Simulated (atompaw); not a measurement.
# What one change does to a pseudopotential (oxygen (O), PAW (atompaw))

- Element: oxygen (O)
- Generator: atompaw 4.2.0.5
- Type: PAW
- Functional: PBE
- Relativity: scalar-relativistic
- Frozen core: [He]
- Valence charge: 6
- Reference configuration: 2s2 2p3.5 (charge +0.5)
- Partial waves: 2s (bound): rc 0.90 bohr; 2s channel at -1.75 Ry: rc 0.90 bohr; 2p (bound): rc 1.85 bohr; 2p channel at -0.35 Ry: rc 1.85 bohr; 3d channel at 0.35 Ry: rc 1.85 bohr
- Local potential: troulliermartins scheme with l = 3 at 0.5 Ry, radius 1.55 bohr
- Core correction: smooth core density matched at 1.20 bohr
- Augmentation charge: besselshape compensation charge, radius 1.65 bohr; PAW radius 1.85 bohr; waves and projectors: custom rrkj vanderbiltortho

Change: wave 2p channel at -0.35 Ry: rc 1.85 bohr becomes 2p channel at 0.13 Ry: rc 1.85 bohr.

Cutoffs: the cutoffs (Ry, on a coarse ladder) from which the occupation-weighted sum of valence levels, in a spherical-Bessel basis at the reference potential, stays within 10 and 1 mRy of its value at 400 Ry; they do not see the model core or the augmentation charge, which bear on the density cutoff.

Problem. What does the change do?

Solution. The potential gets neither clearly harder nor softer (21 Ry and 40 Ry → 21 Ry and 40 Ry); the s channel sets the loose cutoff, while the largest relative change is in p, which becomes softer; the range in which the p phases agree narrows (upper end at the end of the scan → 2.5); neither file shows a bound ghost.

```tsv
quantity	base	changed
cutoff, loose	21 Ry	21 Ry
cutoff, tight	40 Ry	40 Ry
loose cutoff by channel (10 mRy a level)	s 15 Ry, p 18 Ry	s 15 Ry, p 15 Ry
bound ghosts	none	none
s: phases at 1.86 bohr within 0.05 rad from the reference energy up to (Ry; the scan ends near 5)	to the end of the scan	to the end of the scan
p: phases at 1.86 bohr within 0.05 rad from the reference energy up to (Ry; the scan ends near 5)	to the end of the scan	2.5
d: phases at 1.86 bohr within 0.05 rad from the reference energy up to (Ry; the scan ends near 5)	to the end of the scan	to the end of the scan
lowest overlap eigenvalue by channel	s 0.61, p 0.79, d 1.00	s 0.61, p 0.36, d 1.00
```

 The cutoffs see the waves, projectors and local potential, not the compensation charge or the core.
